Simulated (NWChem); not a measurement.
C2H3FOSi; SMILES FC1=CO[SiH2]1

```xyz
8

F     -0.2855     2.0976     0.0000
C     -0.0094     0.8044     0.0000
C      1.1822     0.1749     0.0000
O      0.9537    -1.1919     0.0000
Si    -0.7535    -0.8974     0.0000
H      2.2188     0.5281     0.0000
H     -1.4226    -1.4152    -1.2226
H     -1.4226    -1.4152     1.2226
```
Atoms are numbered in this order, from 1.

All runs: NWChem. Pople sets run with spherical d functions. The geometry was optimised at PBE0/def2-SVP. Level: PBE/6-31G* with SMD (1 M gas to 1 M solution), gas-phase geometry. Reactions with the solvent are ignored.

```tsv
solvent	dielectric constant	solvation free energy (kcal/mol)	cavity-dispersion-structure term (kcal/mol)	dipole in solution (D)
water	78.4	0.4	4.0	0.95
1,4-dioxane	2.21	-0.3	0.9	0.82
chloroform	4.71	-1.5	0.6	0.85
ethanol	24.9	-1.5	1.8	0.92
```
